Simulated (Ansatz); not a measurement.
`[O]=[Nb]([F])([F])[F]`, relaxed with RKS PBE-D4/def2-SVP in the Gaussian-basis code of Ansatz from a rough embedded geometry. The force threshold is 0.03 eV/Å; the program also tests the step.

Total charge 0; spin multiplicity 1. Nb takes the def2 core potential.

Start:

```xyz
5

O     1.723   -0.749    0.202
Nb    0.019   -0.020    0.022
F    -0.840    0.279    1.808
F    -1.067   -1.217   -1.072
F     0.165    1.707   -0.961
```

Task: How much energy does the relaxation release, and in how many steps? (Estimate.)

Result: Ansatz gave: 24.91 kcal/mol, in 3 steps.

Task: Which bonds change most? (Best estimate.)

Result: The calculation gave: O1–Nb2 from 1.862 to 1.704 Å; Nb2–F3 from 2.004 to 1.871 Å; Nb2–F5 from 1.992 to 1.871 Å; Nb2–F4 from 1.952 to 1.871 Å.

Task: Give the relaxed structure. (Estimate.)

Result: Computed: 
```xyz
5

O     1.547   -0.667    0.205
Nb   -0.006    0.002   -0.001
F    -0.739    0.242    1.704
F    -1.006   -1.211   -1.015
F     0.204    1.633   -0.893
```
